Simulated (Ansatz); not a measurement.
Geometry optimisation, Ansatz 0.2.0, RKS PBE/def2-SVP.

input.yaml

```yaml
crystal:
  periodic: [false, false, false]
  atoms:
    - { symbol: Ge, position_ang: [0.0, 0.0, 0.0] }
    - { symbol: F, position_ang: [0.0, 0.0, 2.03] }
    - { symbol: Cl, position_ang: [2.0935, 0.0, -0.7393] }
    - { symbol: F, position_ang: [-0.7913, 1.3709, -0.5594] }
    - { symbol: F, position_ang: [-0.7913, -1.3709, -0.5594] }
    - { symbol: O, position_ang: [1.0856, 1.6372, 0.6527] }
    - { symbol: Al, position_ang: [2.5401, 1.5558, 1.6756] }
    - { symbol: H, position_ang: [3.2578, 0.1896, 1.9037] }
    - { symbol: H, position_ang: [3.0971, 2.8506, 2.3439] }
    - { symbol: H, position_ang: [0.6576, 0.9917, 1.7453] }
basis:
  gaussian: { orbitals: def2-SVP }
hamiltonian:
  xc: pbe
relax:
  f_tol: 0.15
  max_steps: 25
  restrain:
    - { distance: [0, 5], at: 2.97, k: 30.0 }
    - { distance: [9, 1], at: 2.12, k: 30.0 }
    - { distance: [0, 1], at: 1.68, k: 30.0 }
    - { distance: [9, 5], at: 1.01, k: 30.0 }
output:
  orbitals: {}
```

Run as:

```bash
$ ansatz run input.yaml --threads 4 --pin off --max-ram 5120MiB --backend cpu --events-out ev --progress --plain --runs-dir out
```

Problem. Where does it end, and by what steps?

Solution. The run converged. The restraints hold the end off the free minimum. After 17 steps the energy has fallen by 3.498 eV (the restraints' own energy left out); H9 moved furthest, 1.49 Å. Parted: Ge1–O6 (2.07 → 2.96 Å). Joined: O6–H10 (1.34 → 0.99 Å).

```
step  energy less start (eV)  largest force component (eV/Å)  accepted
   0                  0.0000                           5.406       yes
   1                 -0.9141                           3.959       yes
   2                 -1.3851                           5.245       yes
   3                 -1.9122                           3.682       yes
   4                 -2.7037                           1.314       yes
   5                 -3.0209                           1.086       yes
   6                 -3.1577                           1.033       yes
   7                 -3.2219                           1.088       yes
   8                 -3.2873                           0.961       yes
   9                 -3.3351                           0.869       yes
  10                 -3.3735                           0.815       yes
  11                 -3.4065                           0.794       yes
  12                 -3.4265                           0.743       yes
  13                 -3.4671                           0.748       yes
  14                 -3.4856                           0.642       yes
  15                 -3.4925                           0.663       yes
  16                 -3.4965                           0.705       yes
  17                 -3.4976                           0.737       yes
```

```xyz
10
Properties=species:S:1:pos:R:3
Ge -0.022 -0.080 -0.155
F -0.416 -0.434 1.469
Cl 2.107 -0.071 -0.539
F -0.828 1.328 -0.728
F -0.649 -1.404 -1.072
O 0.975 1.882 1.825
Al 2.701 1.596 1.736
H 3.331 0.438 2.640
H 3.521 2.688 0.925
H 0.430 1.284 2.393
```

The run took 35 s on 4 threads of Arm Neoverse V2 (shared host), peak memory 0.22 GiB.
